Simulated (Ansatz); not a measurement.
Reaction (homolysis of the B–N bond): `BN=C=O` → `[BH2]`• + `[N]=C=O`•

Gas-phase electronic energies from Ansatz, PBE0-D4/def2-TZVP geometries. CCSD(T)/CBS is the MP2 limit (def2-TZVPP, def2-QZVPP) plus CCSD(T) − MP2 in def2-TZVPP, frozen cores. This one scheme is used for every species. DFT in def2-TZVPP. HSE06 is defined as in plane-wave codes. Open shells (•) are unrestricted, without spin–orbit coupling.

```csv
level,ΔE (kJ/mol),difference from CCSD(T)/CBS
HSE06-D4,594.4,-2.0
BHLYP-D4,579.0,-17.4
ωB97X-V,592.3,-4.1
ωB97M-V,599.4,3.0
BLYP,570.8,-25.6
r2SCAN,578.0,-18.4
CAM-B3LYP,590.8,-5.6
LC-ωPBE,587.3,-9.1
RPA@PBE/def2-TZVPP,541.6,-54.8
SCS-MP2/def2-TZVPP,620.9,24.5
CCSD(T)/CBS,596.4,0
```

Largest T1 diagnostic among the species: 0.026.

Leaving LDA and LC-ωPBE aside and taking each functional with its dispersion term where it has one, the values, not all of them listed here, spread over 28.4 kJ/mol, from revPBE-D4 to PBE-QIDH. LDA lies +87.3 kJ/mol from PBE without D4, its usual overbinding. From BLYP to BHLYP (50 % exact exchange), in def2-TZVPP and without D4, ΔE moves by +3.9 kJ/mol.
